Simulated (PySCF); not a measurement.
Some computed properties have been withheld. Give your best values.

Species: C6H4N2.
Cartesian coordinates in Å at the PBE0-D3(BJ)/def2-SVP level; atoms count from 1:
```
atom  x, y, z in Å
N1     3.4531    0.8181   -0.2160
C2     2.3422    0.4882   -0.1924
C3     0.9722    0.0787   -0.1633
C4    -0.0647    1.0209   -0.1468
C5    -1.3734    0.5583   -0.1182
C6    -1.5933   -0.8200   -0.1072
N7    -0.6140   -1.7208   -0.1229
C8     0.6368   -1.2862   -0.1503
H9     0.1629    2.0887   -0.1563
H10   -2.2150    1.2531   -0.1043
H11   -2.6160   -1.2132   -0.0844
H12    1.4315   -2.0400   -0.1630
```

```csv
property,level,value
point group,PBE0-D3(BJ)/def2-SVP,?
"rotational constants A, B, C",PBE0-D3(BJ)/def2-SVP,"5.849, 1.572, 1.239 GHz"
dipole moment,CAM-B3LYP/def2-SVPD,?
HOMO energy,CAM-B3LYP/def2-SVPD,-9.43 eV
LUMO energy,CAM-B3LYP/def2-SVPD,-0.98 eV
lowest singlet excitation,TDDFT CAM-B3LYP/def2-SVPD,"4.80 eV (258 nm, f = 0.001)"
strongest line among the 10 lowest singlet transitions,TDDFT CAM-B3LYP/def2-SVPD,?
lowest triplet excitation (Tamm–Dancoff),TDA CAM-B3LYP/def2-SVPD,?
static isotropic polarisability,CAM-B3LYP/def2-SVPD,?
vertical ionisation energy,ΔSCF CAM-B3LYP/def2-SVPD,10.19 eV
vertical electron affinity,ΔSCF CAM-B3LYP/def2-SVPD,?
electronic spatial extent ⟨r²⟩ about the centre of nuclear charge,CAM-B3LYP/def2-SVPD,890 bohr²
13C chemical shifts (computed TMS as zero) by class,GIAO B97-2/pcSseg-2,?
1H chemical shifts (computed TMS as zero) by class,GIAO B97-2/pcSseg-2,"9.10 (H12), 8.94 (H11), 8.00 (H9), 7.38 (H10) ppm"
"isotropic shieldings of nuclei other than C and H, by class",GIAO B97-2/pcSseg-2,"-95 (N7), -55 (N1) ppm"
largest of the computed one-bond spin–spin couplings (means over like bonds),"B3LYP/pcJ-1, spin–dipole term left out","13C–1H +196.3 (C8–H12), 13C–1H +190.5 (C6–H11), 13C–1H +175.2 (C4–H9), 13C–1H +174.4 (C5–H10), 13C–13C +94.4 (C2–C3), 13C–13C +63.3 (C3–C4), 13C–13C +61.3 (C3–C8), 13C–13C +60.6 (C4–C5) Hz"
```

Electronic properties: PySCF, gas phase, density fitting.

Problem. What is the lowest triplet excitation (Tamm–Dancoff)?

Solution. 3.85 eV.

Problem. The 13C chemical shifts (computed TMS as zero) by class?

Solution. 161.7 (C8), 159.3 (C6), 147.3 (C4), 128.7 (C5), 123.1 (C2), 116.8 (C3) ppm.

Problem. What is the point group?

Solution. Cs.

Problem. What is the static isotropic polarisability?

Solution. 78.6 au.

Problem. What is the dipole moment?

Solution. 4.03 D.

Problem. What is the strongest line among the 10 lowest singlet transitions?

Solution. S6 at 6.91 eV (179 nm, f = 0.380).

Problem. Give the vertical electron affinity.

Solution. 0.27 eV.

The vertical singlet–triplet gap S1 − T1 is 0.95 eV (TDDFT singlet less Tamm–Dancoff triplet; S1: HOMO−1→LUMO, weight 0.97; T1: HOMO→LUMO, weight 0.76). From the two ΔSCF values, the fundamental gap I − A is 9.92 eV and the Mulliken electronegativity (I + A)/2 is 5.23 eV. The polarisability is 11.64 Å³ as a volume (1 au = 0.148185 Å³), or 1.46 au for each of the 54 electrons. The largest Löwdin shares of the HOMO are 0.18 on C3, 0.17 on C6, 0.15 on C8 and 0.14 on N1.

For the spin–spin coupling job (B3LYP/pcJ-1), the run took 43 s wall on Arm Neoverse V1, one thread (shared host).
